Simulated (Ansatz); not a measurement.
Molecule: sum formula TaO$_{2}$F, net charge 0, singlet state. 
Geometry from a B3LYP-D3(BJ)/def2-TZVP (Ansatz, a quantum-chemistry and plane-wave program) optimisation:
```
Ta
O 1 1.7404
O 1 1.7404 2 106.86
F 1 1.9028 2 109.70 3 -118.87
```
Charge 0, spin multiplicity 1.

Quantity: atomisation energy (electronic, to ground-state atoms), in kJ/mol. Valence correlation only, unless marked. UHF or UKS for open shells. Spin-orbit coupling is left out. The frozen core is the preceding noble-gas configuration, with the filled d and f shells of earlier blocks. In def2 rows, elements after Kr have scalar-relativistic effective core potentials. The coupled-cluster limit lacks core correlation, which all-electron functionals hold. CBS(X,Y): correlation extrapolated as X^-3; Hartree-Fock from the larger set. [CCSD(T)-MP2]/basis is that difference in the basis named.

| level | program | atomisation energy (kJ/mol) |
|---|---|---|
| SVWN5/def2-TZVPD | Ansatz | 2442.3 |
| revPBE/def2-TZVPD | Ansatz | 2061.3 |
| BHLYP-D4/def2-TZVPD | Ansatz + dftd4 | 1780.0 |
| r2SCANh-D4/def2-TZVPD | Ansatz + dftd4 | 1993.7 |

Question: What does RI-MP2/CBS(def2-TZVPPD,def2-QZVPPD)+[CCSD(T)-MP2]/def2-TZVPPD (Ansatz) give?

Answer: 2030.3 kJ/mol
